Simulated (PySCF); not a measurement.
Record of a relaxation.

Species: C₃H₇BSi.
Atom-mapped SMILES: `[BH2:1][SiH2:2][CH:3]=[C:4]=[CH2:5]` (hydrogens: H6, H7 on B1; H8, H9 on Si2; H10 on C3; H11, H12 on C5)

Method: PySCF, PBE0-D3(BJ)/def2-SVP geometry optimisation, gas phase; density fitting, grid level 1; the optimiser is geomeTRIC in internal coordinates, started from a GFN2-xTB structure with every atom displaced at random (about 0.01 Å). 14 of its 15 geometries are shown. The frame can shift and turn from step to step; on so coarse a grid that alone can change the energy by a few meV, and forces under 0.02 eV/Å are noise.

Step 0: E = -11762.3725 eV, largest atomic force 4.944 eV/Å
```
atom  x, y, z in Å  |  force x, y, z in eV/Å
B1     -1.977    0.864    0.566   -0.291   0.777   0.007
Si2    -1.287   -0.573   -0.524    1.042  -0.837  -0.298
C3      0.400   -0.990    0.227    1.450   1.027   0.040
C4      1.503   -0.249    0.069   -4.134  -2.660   0.523
C5      2.480    0.522   -0.153    2.073   1.936   0.251
H6     -2.603    0.696    1.544   -0.398  -0.272   0.807
H7     -1.777    2.007    0.294    0.227   0.376  -0.137
H8     -1.988   -1.851   -0.508   -0.597  -0.581   0.155
H9     -1.053   -0.295   -1.935    0.022   0.393  -0.756
H10     0.476   -1.880    0.857   -0.004  -0.148   0.129
H11     2.710    1.348    0.523    0.026   0.138   0.095
H12     3.156    0.374   -0.969    0.584  -0.150  -0.816
```

Step 1: E = -11762.6263 eV, largest atomic force 0.466 eV/Å
```
atom  x, y, z in Å  |  force x, y, z in eV/Å
B1     -1.945    0.774    0.565   -0.105  -0.029  -0.053
Si2    -1.246   -0.713   -0.584    0.029  -0.016  -0.023
C3      0.432   -0.989    0.261   -0.246   0.095  -0.068
C4      1.413   -0.139    0.088    0.460  -0.071  -0.023
C5      2.418    0.676   -0.135   -0.270  -0.130  -0.024
H6     -2.556    0.572    1.586    0.004  -0.067   0.070
H7     -1.676    1.921    0.309    0.077   0.062  -0.028
H8     -2.019   -1.994   -0.537    0.010   0.021   0.029
H9     -1.034   -0.348   -2.022    0.005  -0.006   0.052
H10     0.563   -1.846    0.937    0.033   0.056  -0.017
H11     2.580    1.554    0.493    0.023   0.102   0.041
H12     3.111    0.501   -0.965   -0.018  -0.017   0.044
```

Step 2: E = -11762.6341 eV, largest atomic force 0.103 eV/Å
```
atom  x, y, z in Å  |  force x, y, z in eV/Å
B1     -1.978    0.770    0.561   -0.007  -0.013   0.034
Si2    -1.264   -0.708   -0.590    0.069   0.043  -0.062
C3      0.423   -0.950    0.239   -0.060   0.014   0.018
C4      1.437   -0.134    0.080    0.059  -0.013  -0.056
C5      2.452    0.666   -0.129   -0.060   0.006  -0.011
H6     -2.554    0.533    1.597   -0.001   0.007   0.009
H7     -1.719    1.924    0.310    0.003  -0.011  -0.006
H8     -2.015   -2.000   -0.515    0.018   0.000   0.021
H9     -1.074   -0.354   -2.030   -0.002   0.003   0.000
H10     0.549   -1.798    0.925   -0.015  -0.021   0.046
H11     2.624    1.553    0.489   -0.020  -0.017   0.010
H12     3.161    0.465   -0.939    0.015   0.001  -0.004
```

Step 3: E = -11762.6369 eV, largest atomic force 0.079 eV/Å
```
atom  x, y, z in Å  |  force x, y, z in eV/Å
B1     -1.968    0.771    0.563    0.015  -0.002   0.033
Si2    -1.255   -0.702   -0.595   -0.006   0.000  -0.032
C3      0.419   -0.958    0.248   -0.001   0.019   0.023
C4      1.434   -0.145    0.077   -0.006  -0.074  -0.025
C5      2.438    0.665   -0.140    0.009   0.056   0.015
H6     -2.545    0.529    1.599    0.004   0.010  -0.013
H7     -1.699    1.925    0.320   -0.010  -0.013   0.001
H8     -2.010   -1.991   -0.520   -0.006  -0.010  -0.003
H9     -1.054   -0.347   -2.034    0.003   0.009  -0.002
H10     0.536   -1.799    0.945   -0.015   0.012   0.021
H11     2.589    1.558    0.475    0.007  -0.016  -0.016
H12     3.157    0.465   -0.941    0.005   0.009  -0.003
```

Step 4: E = -11762.6382 eV, largest atomic force 0.051 eV/Å
```
atom  x, y, z in Å  |  force x, y, z in eV/Å
B1     -1.963    0.768    0.568    0.016  -0.001   0.004
Si2    -1.250   -0.697   -0.600   -0.045  -0.025   0.004
C3      0.415   -0.959    0.258    0.035   0.017   0.011
C4      1.434   -0.154    0.076   -0.026  -0.034   0.006
C5      2.432    0.661   -0.149    0.032   0.018  -0.006
H6     -2.543    0.522    1.600    0.006   0.001  -0.008
H7     -1.689    1.922    0.333   -0.007   0.000   0.003
H8     -2.008   -1.985   -0.531   -0.005  -0.004  -0.019
H9     -1.038   -0.338   -2.036    0.005   0.011   0.004
H10     0.520   -1.790    0.970   -0.011   0.020   0.008
H11     2.576    1.563    0.454   -0.004  -0.006  -0.003
H12     3.157    0.457   -0.944    0.003   0.004  -0.004
```

Step 5: E = -11762.6394 eV, largest atomic force 0.061 eV/Å
```
atom  x, y, z in Å  |  force x, y, z in eV/Å
B1     -1.962    0.763    0.575    0.013  -0.007  -0.019
Si2    -1.248   -0.691   -0.605   -0.048  -0.027   0.027
C3      0.408   -0.951    0.271    0.040  -0.003  -0.002
C4      1.437   -0.162    0.073   -0.032   0.007  -0.006
C5      2.434    0.651   -0.165    0.020  -0.019   0.001
H6     -2.543    0.506    1.604    0.004   0.000   0.007
H7     -1.689    1.920    0.352   -0.004   0.007   0.003
H8     -2.007   -1.980   -0.548    0.003   0.003  -0.024
H9     -1.023   -0.321   -2.036    0.006   0.010   0.005
H10     0.498   -1.764    1.004   -0.006   0.016   0.005
H11     2.567    1.564    0.423    0.012   0.015  -0.002
H12     3.168    0.435   -0.949   -0.009  -0.003   0.005
```

Step 6: E = -11762.6407 eV, largest atomic force 0.079 eV/Å
```
atom  x, y, z in Å  |  force x, y, z in eV/Å
B1     -1.969    0.754    0.586    0.001  -0.009  -0.029
Si2    -1.248   -0.680   -0.611   -0.030  -0.018   0.039
C3      0.398   -0.933    0.290    0.021  -0.030  -0.022
C4      1.439   -0.167    0.071   -0.017   0.076   0.010
C5      2.443    0.633   -0.186    0.015  -0.053  -0.008
H6     -2.548    0.478    1.610    0.005  -0.002   0.018
H7     -1.699    1.915    0.383    0.000   0.011  -0.001
H8     -2.001   -1.973   -0.580    0.007   0.005  -0.021
H9     -1.000   -0.291   -2.032    0.007   0.009   0.005
H10     0.468   -1.720    1.054    0.002   0.013   0.002
H11     2.577    1.566    0.369   -0.005   0.009   0.007
H12     3.183    0.388   -0.955   -0.007  -0.011   0.000
```

Step 8: E = -11762.6434 eV, largest atomic force 0.064 eV/Å
```
atom  x, y, z in Å  |  force x, y, z in eV/Å
B1     -2.007    0.732    0.612   -0.021   0.004  -0.001
Si2    -1.253   -0.653   -0.617    0.033   0.012   0.015
C3      0.377   -0.877    0.322   -0.025  -0.044  -0.028
C4      1.443   -0.158    0.066    0.011   0.063  -0.002
C5      2.481    0.582   -0.230   -0.009  -0.032   0.003
H6     -2.565    0.416    1.637    0.007  -0.002   0.011
H7     -1.768    1.904    0.438   -0.002   0.003  -0.011
H8     -1.974   -1.964   -0.652    0.002   0.002   0.000
H9     -0.969   -0.211   -2.015    0.003   0.004   0.001
H10     0.412   -1.602    1.147    0.010   0.000   0.007
H11     2.640    1.552    0.252   -0.006   0.000   0.005
H12     3.224    0.249   -0.962   -0.002  -0.010   0.000
```

Step 9: E = -11762.6441 eV, largest atomic force 0.033 eV/Å
```
atom  x, y, z in Å  |  force x, y, z in eV/Å
B1     -2.021    0.730    0.616   -0.015   0.007   0.011
Si2    -1.254   -0.646   -0.615    0.032   0.008   0.000
C3      0.376   -0.869    0.322   -0.017  -0.015  -0.012
C4      1.444   -0.152    0.065    0.005  -0.001  -0.004
C5      2.493    0.571   -0.233   -0.003   0.004   0.002
H6     -2.568    0.409    1.645    0.006  -0.001   0.000
H7     -1.798    1.905    0.437   -0.006  -0.001  -0.007
H8     -1.966   -1.961   -0.661   -0.006   0.001   0.004
H9     -0.969   -0.193   -2.010    0.002   0.004   0.001
H10     0.411   -1.588    1.152    0.002  -0.001   0.005
H11     2.663    1.543    0.240   -0.001  -0.004   0.001
H12     3.231    0.220   -0.961    0.002  -0.001  -0.001
```

Step 10: E = -11762.6444 eV, largest atomic force 0.025 eV/Å
```
atom  x, y, z in Å  |  force x, y, z in eV/Å
B1     -2.028    0.732    0.617   -0.006   0.006   0.007
Si2    -1.252   -0.641   -0.614    0.018   0.000  -0.001
C3      0.377   -0.867    0.323   -0.002   0.003  -0.003
C4      1.445   -0.153    0.065    0.000  -0.025   0.000
C5      2.498    0.564   -0.234    0.001   0.014  -0.001
H6     -2.570    0.407    1.649    0.003   0.002  -0.002
H7     -1.817    1.908    0.435   -0.009  -0.002  -0.002
H8     -1.963   -1.956   -0.665   -0.009   0.002   0.001
H9     -0.967   -0.183   -2.007    0.002   0.003   0.000
H10     0.411   -1.585    1.154   -0.002   0.000   0.000
H11     2.674    1.536    0.237    0.000  -0.004  -0.001
H12     3.234    0.206   -0.961    0.003   0.003   0.000
```

Step 11: E = -11762.6449 eV, largest atomic force 0.047 eV/Å
```
atom  x, y, z in Å  |  force x, y, z in eV/Å
B1     -2.044    0.736    0.621    0.006   0.003  -0.006
Si2    -1.248   -0.627   -0.611   -0.004  -0.011   0.005
C3      0.378   -0.864    0.324    0.019   0.023   0.010
C4      1.451   -0.158    0.064   -0.006  -0.047   0.000
C5      2.511    0.546   -0.238    0.005   0.020  -0.002
H6     -2.576    0.403    1.655    0.000   0.003  -0.003
H7     -1.859    1.916    0.432   -0.011   0.000   0.007
H8     -1.960   -1.942   -0.673   -0.010   0.003  -0.004
H9     -0.959   -0.160   -2.000    0.003   0.002   0.000
H10     0.408   -1.577    1.161   -0.007   0.000  -0.006
H11     2.696    1.520    0.228    0.004  -0.002  -0.002
H12     3.244    0.178   -0.963    0.002   0.006   0.001
```

Step 12: E = -11762.6456 eV, largest atomic force 0.051 eV/Å
```
atom  x, y, z in Å  |  force x, y, z in eV/Å
B1     -2.069    0.743    0.625    0.017  -0.004  -0.020
Si2    -1.241   -0.605   -0.606   -0.021  -0.013   0.010
C3      0.380   -0.860    0.330    0.032   0.035   0.019
C4      1.463   -0.170    0.063   -0.008  -0.050   0.000
C5      2.532    0.517   -0.245    0.005   0.015  -0.003
H6     -2.589    0.395    1.660   -0.005   0.006  -0.001
H7     -1.926    1.928    0.431   -0.011   0.001   0.014
H8     -1.957   -1.917   -0.688   -0.007   0.004  -0.008
H9     -0.943   -0.121   -1.988    0.002   0.000  -0.002
H10     0.402   -1.564    1.173   -0.010  -0.001  -0.012
H11     2.730    1.492    0.212    0.005   0.001  -0.001
H12     3.260    0.133   -0.967    0.001   0.006   0.002
```

Step 13: E = -11762.6464 eV, largest atomic force 0.045 eV/Å
```
atom  x, y, z in Å  |  force x, y, z in eV/Å
B1     -2.112    0.753    0.631    0.021  -0.012  -0.026
Si2    -1.229   -0.567   -0.598   -0.024  -0.003   0.011
C3      0.384   -0.847    0.343    0.025   0.029   0.023
C4      1.484   -0.192    0.061   -0.004  -0.030  -0.004
C5      2.568    0.466   -0.259    0.003   0.006  -0.002
H6     -2.616    0.381    1.665   -0.007   0.005   0.002
H7     -2.038    1.944    0.434   -0.008   0.003   0.015
H8     -1.951   -1.873   -0.719   -0.002   0.003  -0.007
H9     -0.912   -0.054   -1.965    0.001  -0.002  -0.004
H10     0.388   -1.537    1.198   -0.008  -0.003  -0.011
H11     2.789    1.443    0.182    0.004   0.001   0.001
H12     3.287    0.054   -0.975   -0.001   0.004   0.002
```

Step 14: E = -11762.6468 eV, largest atomic force 0.026 eV/Å
```
atom  x, y, z in Å  |  force x, y, z in eV/Å
B1     -2.162    0.762    0.636    0.014  -0.016  -0.016
Si2    -1.215   -0.522   -0.589   -0.011   0.013   0.003
C3      0.387   -0.826    0.361    0.006   0.014   0.018
C4      1.507   -0.215    0.061    0.000  -0.004  -0.004
C5      2.609    0.405   -0.276    0.001  -0.003  -0.001
H6     -2.651    0.361    1.667   -0.005   0.003   0.002
H7     -2.161    1.955    0.440   -0.003   0.002   0.007
H8     -1.939   -1.823   -0.757    0.001  -0.001  -0.003
H9     -0.876    0.024   -1.938   -0.001  -0.004  -0.004
H10     0.370   -1.497    1.231   -0.002  -0.004  -0.006
H11     2.858    1.386    0.144    0.001   0.000   0.003
H12     3.315   -0.042   -0.983   -0.002   0.000   0.001
```

**Question.** Summarise the path.

**Answer.** The energy falls by 6.33 kcal/mol from step 0 to step 14; nine tenths of that is first reached at step 1. It falls at every step. The largest force goes from 4.944 to 0.026 eV/Å. Among the bonds B1–Si2 changes most, from 1.931 to 2.011 Å; the atoms move by 0.331 Å rms after alignment.

The cost below is that of the whole optimisation. Hardware: one thread, Arm Neoverse V1 (aarch64), shared host with 64 logical CPUs at a one-minute load of 32. Cost: 56 s of wall time, 0.45 GiB resident at most.
